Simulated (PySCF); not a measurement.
Species: 4-(methylthio)benzyl alcohol, C8H10OS.
Z-matrix (Å and degrees, PBE0-D3(BJ)/def2-SVP geometry), rows numbered from 1:
```
C 
S   1  1.7976
C   2  1.7618  1  103.24
C   3  1.4043  2  116.61  1  -179.18
C   4  1.3881  3  120.43  2  -179.57
C   5  1.3995  4  121.18  3    -0.41
C   6  1.5085  5  121.40  4  -178.38
O   7  1.4002  6  113.70  5  -152.92
C   6  1.3951  5  118.12  4     0.42
C   9  1.3939  6  121.31  5    -0.08
H   1  1.1000  2  111.75  3    61.09
H   1  1.1002  2  111.88  3   -62.81
H   1  1.0984  2  105.64  3   179.12
H   4  1.0932  3  119.58  2    -0.06
H   5  1.0943  4  119.21  3   179.33
H   7  1.1087  6  109.20  5   -26.84
H   7  1.1038  6  109.53  5    88.91
H   8  0.9639  7  107.59  6    58.10
H   9  1.0928  6  118.76  5   179.61
H  10  1.0906  3  120.78  2    -0.21
```

Method used: PBE0-D3(BJ)/def2-SVP geometry optimisation, gas phase (PySCF).

Take the most abundant isotopes and a rigid rotor. The values belong to one conformer with, in the numbering `[CH3:1][S:2][c:3]1[cH:4][cH:5][c:6]([CH2:7][OH:8])[cH:9][cH:10]1`, C1–S2–C3–C4 -179°, C5–C6–C7–O8 -153°, C6–C7–O8–H 58°.

Problem. What are A, B and C (cm⁻¹)?

Solution. Ia = 151.83, Ib = 925.63, Ic = 1062.48 u·Å²; 505379 MHz·u·Å²/I gives 3329, 546.0 and 475.7 MHz, that is A = 0.11103, B = 0.01821, C = 0.01587 cm⁻¹.

Problem. Classify the top.

Solution. A near-prolate asymmetric top: κ = (2 × 546.0 − 3329 − 475.7)/(3329 − 475.7) = -0.95.

Problem. Is it planar, by Δ = Ic − Ia − Ib?

Solution. Not planar: Δ = Ic − Ia − Ib = -14.98 u·Å². For a rigid frame Δ = −2 Σ m c², so Σ m c² = 7.49 u·Å² lies off the ab plane: 4.88 from hydrogen and 2.61 from heavier atoms. The atom farthest from that plane is 1.26 Å away.

Problem. Give the other two planar moments, Paa and Pbb, and the rms extents of the mass along the axes.

Solution. Paa = Σ m a² = (Ib + Ic − Ia)/2 = 918.14 and Pbb = Σ m b² = (Ia + Ic − Ib)/2 = 144.34 u·Å². With the mass M = 154.05 u, the rms extents √(P/M) along a, b and c are 2.44, 0.97, 0.22 Å.

Problem. List the rotational levels J(Ka,Kc) to J = 3 (K).

Solution. Above 0(0,0), as E/k:
J = 1: 1(0,1) 0.049, 1(1,1) 0.183, 1(1,0) 0.186
J = 2: 2(0,2) 0.147, 2(1,2) 0.277, 2(1,1) 0.287, 2(2,1) 0.688, 2(2,0) 0.688
J = 3: 3(0,3) 0.294, 3(1,3) 0.419, 3(1,2) 0.439, 3(2,2) 0.835, 3(2,1) 0.835, 3(3,1) 1.511, 3(3,0) 1.511

Problem. Which lines would a microwave search look for?

Solution. The dipole components are |μa| = 0.78 D, |μb| = 0.53 D, |μc| = 0.74 D. Intensities carry the squares of the components, which stand as 1.00 : 0.46 : 0.90 (a : b : c). Some of the stronger lines:

| type | branch | J(Ka,Kc) | MHz | lower level (cm⁻¹) |
| --- | --- | --- | --- | --- |
| a | Q | 3(1,2) ← 3(1,3) | 422 | 0.291 |
| a | R | 2(0,2) ← 1(0,1) | 2042 | 0.034 |
| c | Q | 4(1,4) ← 4(0,4) | 2482 | 0.340 |
| b | Q | 2(1,1) ← 2(0,2) | 2924 | 0.102 |
| b | Q | 3(1,2) ← 3(0,3) | 3034 | 0.204 |
| a | R | 3(0,3) ← 2(0,2) | 3060 | 0.102 |
| b | Q | 5(1,4) ← 5(0,5) | 3382 | 0.510 |
| a | R | 4(2,3) ← 3(2,2) | 4086 | 0.580 |
| b | R | 2(1,2) ← 1(0,1) | 4755 | 0.034 |
| a | R | 5(1,4) ← 4(1,3) | 5278 | 0.446 |
| c | R | 3(1,2) ← 2(0,2) | 6094 | 0.102 |
| b | Q | 5(2,4) ← 5(1,5) | 8986 | 0.587 |
| b | R | 2(2,1) ← 1(1,0) | 10461 | 0.129 |
| c | R | 3(2,2) ← 2(1,2) | 11623 | 0.193 |
| c | R | 4(2,2) ← 3(1,2) | 12348 | 0.305 |
| b | Q | 5(3,2) ← 5(2,3) | 14055 | 0.889 |
| b | R | 5(3,3) ← 4(2,2) | 19186 | 0.717 |
| b | R | 5(3,2) ← 4(2,3) | 19206 | 0.717 |
| c | Q | 5(4,2) ← 5(3,2) | 19720 | 1.357 |
| b | R | 4(4,0) ← 3(3,1) | 23811 | 1.050 |
| c | Q | 5(5,1) ← 5(4,1) | 25357 | 2.015 |
| b | R | 5(5,1) ← 4(4,0) | 30468 | 1.845 |

Problem. Estimate the classical rotational partition function at 10 K, 50 K and 500 K.

Solution. Point group C1, symmetry number σ = 1; q = (√π/σ)·√((kT/h)³/(ABC)), k/h = 20836.6 MHz/K: 5730 at 10 K, 64100 at 50 K, 2030000 at 500 K.

Not checked by PBE0-D3(BJ)/def2-SVP frequencies. Constants of a rigid frame at the computed geometry: no zero-point averaging, no centrifugal distortion. A rigid rotor knows nothing of internal rotation, which can split or shift real lines.
